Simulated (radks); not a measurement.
Xe0.2+, 53.8 electrons, occupied as [Kr] 4d10 5s1.8 5p6 (fractional occupations, a model configuration).

Calculated with a radial shooting solver on a logarithmic mesh with Libxc functionals: Dirac Kohn-Sham, PBE, spin-unpolarised, spherical densities, point nucleus.

Energy parts (eV):
part                       energy
total                 -202728.040
kinetic                215388.484
electron-nucleus      -492850.849
Hartree                 79826.792
exchange-correlation    -5092.467

Orbitals (lengths in bohr, moments of r in powers of bohr; r(90%) holds 90 % of the orbital's charge):
orbital  occ.  eigenvalue (eV)  r(90%)  small-component weight
1s1/2       2        -34349.41  0.0480                3.96e-02
2s1/2       2        -5345.699   0.177                8.50e-03
2p1/2       2        -5022.223   0.158                8.53e-03
2p3/2       4        -4697.587   0.166                8.08e-03
3s1/2       2        -1095.172   0.450                2.54e-03
3p1/2       2        -960.7778   0.445                2.48e-03
3p3/2       4        -899.1177   0.462                2.36e-03
3d3/2       4        -662.7525   0.438                2.24e-03
3d5/2       6        -649.7223   0.443                2.20e-03
4s1/2       2        -199.4163    1.03                7.38e-04
4p1/2       2        -151.8477    1.09                6.75e-04
4p3/2       4        -139.5532    1.13                6.36e-04
4d3/2       4         -62.6478    1.32                4.94e-04
4d5/2       6         -60.6619    1.34                4.84e-04
5s1/2     1.8         -21.6408    2.70                1.32e-04
5p1/2       2         -10.8938    3.29                9.30e-05
5p3/2       4          -9.6249    3.47                8.42e-05

The highest occupied level is 5p3/2 at -9.625 eV. Summed over all electrons, <r^2> = 58.90 bohr^2, which gives a Langevin (diamagnetic) susceptibility term of -46.6 x 10^-6 cm^3/mol. The density falls to 0.001 e/bohr^3 at r = 4.35 bohr.

Run on one thread of a shared host, so times are rough (Arm Neoverse N1): 0.19 s of CPU time, 0.19 s wall, 13 iterations on 2689 mesh points.
